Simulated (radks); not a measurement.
Results of a calculation; reference values are marked as such.
Problem. The mean radii <r> (bohr) of the occupied orbitals of an atom or ion are listed with their occupations. Code: a radial shooting solver on a logarithmic mesh with Libxc functionals. Model: scalar-relativistic Kohn-Sham, BLYP, spin-polarised, spherical densities, point nucleus.

orbital  occ.      <r>
1s          2  0.07304
2s          2   0.3436
2p          6   0.3077
3s          2    1.056
3p          6    1.130

Name the element and its charge. Open shells, if any, are filled with parallel spins first.

Solution. Z = 21, scandium, charge +3: Sc3+ in [Ar]. The 1s radius gives Z: for a bare nucleus <r> = (2 gamma + 1)/(2Z) with gamma = sqrt(1 - (Z/c)^2), 0.07087 bohr for Z = 21, and screening makes it slightly larger (0.07304 here). The occupations add up to 18, and the charge is Z minus that.
